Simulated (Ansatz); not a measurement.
Two isomers of FH8NSi3: A = `N[SiH2][SiH](F)[SiH3]`, B = `F[SiH2]N[SiH2][SiH3]`.

Isolated molecules relaxed with PBE0-D4/def2-TZVP in Ansatz; ΔE leaves out vibrations. CCSD(T)/CBS adds triple-zeta CCSD(T) − MP2 to the extrapolated MP2 energy (def2 sets, frozen cores). Functionals use def2-TZVPP. B3LYP here is the variant with VWN-RPA as its local correlation; programs differ in this. One conformer a species, not always the lowest.

Question: Which is lower in electronic energy at CCSD(T)/CBS, and by how much? (An estimate is asked.)

Answer: Ansatz gave: B, by 22.6 kcal/mol.

Question: Give E(B) − E(A) in kcal/mol with B3LYP-D4, HF/def2-TZVPP, ωB97M-V, B3LYP, CCSD(T)/def2-TZVPP, r2SCAN-D4, B2PLYP. (Best estimate.)

Answer: The calculation gave: B3LYP-D4 -21.3, HF/def2-TZVPP -25.7, ωB97M-V -23.0, B3LYP -20.9, CCSD(T)/def2-TZVPP -23.2, r2SCAN-D4 -20.5, B2PLYP -22.7. None reverses the order clearly.

Largest T1 diagnostic: 0.013.

In def2-TZVPP, CCSD(T) changes the Hartree–Fock value by +2.6 kcal/mol (the triples alone add +0.4 kcal/mol) and MP2 by +0.8 kcal/mol. From PBE to PBE0 (25 % exact exchange), in def2-TZVPP and without D4, E(B) − E(A) moves by −2.1 kcal/mol.
